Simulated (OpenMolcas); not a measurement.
## Ir I: CASPT2 settings compared

```
Program             : OpenMolcas
Basis               : ANO-R2 [8s6p5d3f1g]
Scalar Hamiltonian  : X2C, finite nucleus
Active space        : 9 electrons in 6 orbitals (5d 6s)
State averaging     : 2S+1 = 4 even, 20 roots; 2S+1 = 2 even, 35 roots
Spin-orbit coupling : state interaction with AMFI integrals over the reference wave functions, term energies averaged over their components
```

Methods on the same reference wave functions:
A. CASSCF
B. SS-CASPT2, IPEA 0.6 Eh, sigma1 regulariser 0.25 Eh (closed shells correlated: none)
C. SS-CASPT2, IPEA 0.5 Eh, sigma2 regulariser 0.15 Eh (closed shells correlated: none)
D. XMS-CASPT2, IPEA 0.4 Eh, imaginary shift 0.2 Eh (closed shells correlated: 5s 5p)

Energies in cm⁻¹ above 5d⁷ 6s² ⁴F_9/2, the measured ground level; measured values from NIST Handbook of Basic Atomic Spectroscopic Data.

| Level | A | B | C | D | Measured |
| --- | --- | --- | --- | --- | --- |
| 5d⁷ 6s² ⁴F_9/2 | 0.0 | 0.0 | 0.0 | 0.0 | 0.0 |
| 5d⁸ 6s ⁴F_9/2 | 2485 | 3290 | 3330 | 6330 | 2835 |
| 5d⁷ 6s² ⁴F_7/2 [56 %] | 7233 | 6430 | 6440 | 6500 | 7107 |

Deviations, from unrounded energies. A percentage is the sum of absolute deviations over the sum of measured energies, with the sign that they share, or ± where signs differ.

```tsv
Against measurement	Levels	A	B	C	D
mean absolute deviation (cm-1)	2	240	560	580	2100
fine structure of the ground term (%)	1	+1.8	-9.5	-9.3	-8.6
other configurations (%)	1	-12.3	+15.9	+17.6	+123.4
```

A lies closest to measurement on these levels and D furthest from it. The largest miss of A in the table is 5d⁸ 6s ⁴F_9/2, by -350 cm-1. The ranking rests on the paired levels alone, and a cruder setting can come out closer through cancelling errors.

Among B to D the level of the table that moves most is 5d⁸ 6s ⁴F_9/2, by 3000 cm-1 (lowest in B, highest in D). Moves below CASPT2's spread within the term are not significant.

The mean deviations of B to D differ by less than CASPT2's widest spread within a term (1700 cm-1), so their order carries little weight.

The lowest spin-free term lies below A's lowest term by 0.242 hartree in B, 0.245 hartree in C, 0.537 hartree in D.

CASPT2 breaks the degeneracy within a term, and the mean is taken; among the terms shown or strongly mixed into the levels shown the widest spread is 1700 cm-1 (5d⁸ 6s ⁴F, D). Configurations are named by rounded mean occupations; where the s occupation lies near a half they are strongly mixed, a name can repeat and a true partner stay unpaired. A single d shell beside an s shell can misplace configurations of different d count against each other. Without dynamic correlation excited terms often stand tens of per cent too high (terms of higher spin than the ground term too low), and those without a measured partner can miss by more than the paired ones (holds for A). Measured partners are found by configuration, term and J. A level has none where our copy of the source lacks it or the pairing is in doubt (some pairs that miss far off the trend of their configuration count as doubtful), and it then counts in no deviation. Only configurations of the active space appear. The table leaves out levels that lie high or whose names do not pair safely across all columns.

A share in square brackets marks a mixed level and gives the weight of the term that names it, the lowest over the columns.
